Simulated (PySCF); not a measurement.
C₈H₁₁P.
SMILES: `CCc1cpccc1C`

Torsions of this conformer, `[CH3:1][CH2:2][c:3]1[cH:4][p:5][cH:6][cH:7][c:8]1[CH3:9]`: C1–C2–C3–C4 -90°.

The closed-shell ground state was solved at several levels (PySCF, density fitting, gas phase, non-relativistic). One conformer (not necessarily the lowest) at the PBE0-D3(BJ)/def2-SVP geometry, without solvent, vibrations or thermal averaging.

| level | basis functions | total energy (Eh) | HOMO (eV) | LUMO (eV) | gap (eV) | dipole (D) |
| --- | --- | --- | --- | --- | --- | --- |
| PBE0/def2-SVPD | 272 | -652.0039 | -6.75 | -1.26 | 5.49 | 2.44 |
| PBE0/pcSseg-1 | 215 | -652.2598 | -6.78 | -1.28 | 5.50 | 2.47 |

Q: What might CAM-B3LYP/pcSseg-1 (215 basis functions) give for the same quantities?

A: Total energy -652.5910 Eh, HOMO -7.86 eV, LUMO -0.22 eV, gap 7.64 eV, dipole 2.33 D.

Q: How far do the dipole and the HOMO energy spread over the levels?

A: The dipole runs from 2.33 to 2.47 D (mean 2.42 D) and the HOMO from -7.86 to -6.75 eV.
